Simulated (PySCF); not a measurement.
Dipole response of Si⁺ (silicon, charge +1)

[Ne] 3s2 3p1, 2P determinant. All numbers are calculated (PySCF 2.14, no relativity, point nucleus, in aug-cc-pV(Q+d)Z). Coupled (time-dependent) response in atomic units; α is the mean over directions.

| method | mean α (bohr³) | α xx, yy, zz | C₆ (like pair) | S(−4) |
| --- | --- | --- | --- | --- |
| UHF | 19.56 | 19.16, 20.36, 19.16 | 105.1 | 156.1 |
| PBE | 19.09 | 18.43, 20.41, 18.43 | 100.7 | 150.3 |
| PBE0 | 19.07 | 18.53, 20.15, 18.53 | 100.9 | 148.2 |
| MN15 | 18.97 | 18.21, 20.50, 18.21 | 96.51 | 158.1 |
| BLYP | 18.97 | 18.23, 20.44, 18.23 | 99.49 | 149.6 |

S(−4) is the Cauchy moment in α(ω) = α(0) + S(−4) ω² + …

α(iu) at MN15:

| u (hartree) | α(iu) (bohr³) |
| --- | --- |
| 0 | 18.97 |
| 0.0500 | 18.58 |
| 0.100 | 17.52 |
| 0.200 | 14.29 |
| 0.300 | 11.00 |
| 0.500 | 6.430 |
| 0.750 | 3.636 |
| 1.00 | 2.314 |
| 1.50 | 1.197 |
| 2.00 | 0.7556 |
| 3.00 | 0.4076 |
| 5.00 | 0.1958 |

A single London oscillator, α(iu) = α/(1 + u²/ω²), gives C₆ = (3/4) ω α². Matching the computed C₆ needs ω = 4 × 96.51 / (3 × 18.97²) = 0.358 hartree.

For an ion, C₆ is the dispersion term alone; charge-induced terms of lower order in 1/R come first.

The components differ because the open shell of this determinant is not spherical; for a pure term their mean is the scalar polarisability.
